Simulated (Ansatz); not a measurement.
`[SiH3][GeH]1[CH2][S]1`, charge 0, multiplicity 1.

Question: Give a relaxed structure at PBE0-D4/def2-TZVP (the Gaussian-basis code of Ansatz). (Estimate.)

Answer: Ansatz gave: 
Cartesian coordinates in Å:
```
Si 1.377 -1.017 0.726
Ge -0.727 -0.403 -0.154
C -1.071 1.468 -0.528
S -0.611 0.636 -2.097
H 1.263 -1.335 2.174
H 2.282 0.143 0.531
H 1.900 -2.204 0.006
H -1.962 -1.297 0.009
H -0.351 2.202 -0.180
H -2.101 1.807 -0.486
```
This is one stationary point; other conformers may exist.
